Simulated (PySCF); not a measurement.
Static response to an electric field

Compound: C5H11NO.
Numbering: `[CH3:1][C:2](=[O:3])[NH:4][CH:5]([CH3:6])[CH3:7]` (hydrogens: H8, H9, H10 on C1; H11 on N4; H12 on C5; H13, H14, H15 on C6; H16, H17, H18 on C7)

Geometry (GFN2-xTB, Å), atoms numbered from 1 in this order:
```
atom  x, y, z in Å
C1     2.7226    0.2876    0.6684
C2     1.5988   -0.3513   -0.1250
O3     1.7698   -1.2332   -0.9381
N4     0.3814    0.1670    0.1567
C5    -0.8464   -0.2807   -0.4702
C6    -1.7596   -0.9329    0.5666
C7    -1.5380    0.8921   -1.1614
H8     2.5130    0.2356    1.7343
H9     3.6504   -0.2350    0.4569
H10    2.8292    1.3318    0.3812
H11    0.2986    0.8882    0.8556
H12   -0.5424   -1.0247   -1.2132
H13   -2.6565   -1.3166    0.0883
H14   -2.0535   -0.2078    1.3238
H15   -1.2457   -1.7582    1.0535
H16   -1.8162    1.6519   -0.4331
H17   -0.8760    1.3410   -1.8975
H18   -2.4381    0.5516   -1.6651
```

Level: PBE0/def2-SVPD (PySCF), static field, nuclei fixed, core orbitals frozen in the response. The polarisability tensor in these axes (au):

```
x   86.39 -1.76  1.81
y   -1.76 67.91  2.55
z    1.81  2.55 66.93
```

What are the eigenvalues, a third of the trace, and Δα (Δα² = ½Σ(αi − αj)² over the three pairs)?

Principal values 64.53, 70.02 and 86.68 au; mean 73.74 au = 10.93 Å³ = 12.16 × 10⁻⁴⁰ C²·m²/J; Δα = 19.97 au (27 % of the mean).

What is the dipole moment, and where does it point?

(-1.65, 2.60, 2.21) D, 3.79 D in size, pointing from the negative to the positive side. Measured along this direction, the outermost atoms are O3 at the negative end and H16 at the positive end.

What depolarisation ratio follows for Rayleigh scattering of linearly polarised light, taking the static tensor?

ρ = 3Δα²/(45ᾱ² + 4Δα²) = 1196.9/(244707 + 1595.8) = 0.00486.

Find the Langevin capture rate constant for NO+ (29.998 u) meeting this molecule (101.084 u), k = 2.342 × 10⁻⁹ cm³/s × √(α in Å³ / reduced mass in u).

The reduced mass is 23.13 u, so k = 1.61 × 10⁻⁹ cm³/s. The formula leaves out the permanent dipole, which adds to the capture rate.

What molar refraction does this α imply?

Lorentz–Lorenz: R = (4π/3)N_A α = 2.5225 cm³/(mol·Å³) × 10.93 Å³ = 27.6 cm³/mol, in the limit of long wavelengths.

Sum over states: ᾱ = Σ f/ω², ω in Eh. What share falls to these 8 lowest TDDFT singlets (eV, f)? 5.84, 0.0007; 6.52, 0.0059; 6.64, 0.0142; 7.14, 0.2023; 7.45, 0.0030; 7.55, 0.0104; 7.63, 0.0036; 7.67, 0.0223.

They add up to 3.80 au, 5.2 % of the 73.74 au; the largest single term is 2.94 au, from the state at 7.14 eV. Terms in order: 0.02, 0.10, 0.24, 2.94, 0.04, 0.13, 0.05, 0.28 au. Higher excitations give the rest. The strengths listed sum to 0.262.

What are the principal values of the traceless quadrupole moment, Θ = ½Σq(3rr − r²1), about the centre of nuclear charge?

-9.16, 0.48, 8.68 D·Å. The values depend on the origin, since the dipole doesn't vanish. The electronic extent ⟨r²⟩ about the same centre is 958 bohr², a root-mean-square distance of 2.19 Å for the 56 electrons.

Geometry: GFN2-xTB, one conformer, isolated molecule.

These values come from a run that also computed excited states. Time: 40 s of wall time. Hardware: one thread of an x86-64 server, shared host.
